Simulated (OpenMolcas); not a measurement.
Mn5+.

```yaml
Program: OpenMolcas
Method: CASSCF
Basis: ANO-RCC-VTZP [6s5p3d2f1g]
Scalar_Hamiltonian: DKH2, point nucleus
Active_space: 2 electrons in 5 orbitals (3d)
State_averaging: 2S+1 = 3 even, 10 roots; 2S+1 = 1 even, 15 roots kept (CI in the orbitals of an earlier block)
Spin-orbit_coupling: RASSI with atomic mean-field integrals over the reference wave functions, term energies averaged over their components
```

Levels without dynamic correlation, in cm⁻¹ above 3d² ³F₂:

| Level | E |
| --- | --- |
| 3d² ³P₀ | 21888 |
| 3d² ¹D₂ | 18850 |
| 3d² ¹G₄ | 28947 |
| 3d² ¹S₀ | 70291 |

On this reference, SS-CASPT2, IPEA 0.25 Eh, imaginary shift 0.1 Eh (closed shells correlated: 3s 3p) puts 3d² ³P₀ at 18560 cm⁻¹.

**Question.** Estimate the other levels at that method by one scale factor, and say how well it serves.

**Answer.** The factor is 18560 / 21888 = 0.848. Scaled values beside those that SS-CASPT2 gives and measured ones (Corliss and Sugar, J. Phys. Chem. Ref. Data 6, 1253 (1977)):
```tsv
Level	Scaled	SS-CASPT2	Miss (%)	Measured
3d² ¹D₂	15985	15360	+4.1	15336
3d² ¹G₄	24547	26100	-5.9	25511
3d² ¹S₀	59607	60960	-2.2
```
For these levels the scaled values miss SS-CASPT2 by up to 5.9 %, as correlation changes each term by its own factor, spin-orbit parts do not scale and CASPT2 has its own spread within terms. This holds within one configuration; levels of others move differently, and the target method has errors of its own against measurement.

CASPT2 does not keep the components of a term degenerate, so their means are used; among the terms shown or strongly mixed into the levels shown the widest spread is 680 cm-1 (3d² ³F, SS-CASPT2). Terms from blocks run as CI alone lack orbitals of their own. Without dynamic correlation excited terms often stand tens of per cent too high (terms of higher spin than the ground term too low), and those without a measured partner can miss by more than the paired ones (holds for CASSCF). Measured partners are found by configuration, term and J. A level has none where our copy of the source lacks it or the pairing is in doubt (some pairs that miss far off the trend of their configuration count as doubtful), and it then counts in no deviation. Levels of configurations outside the active space are missing.
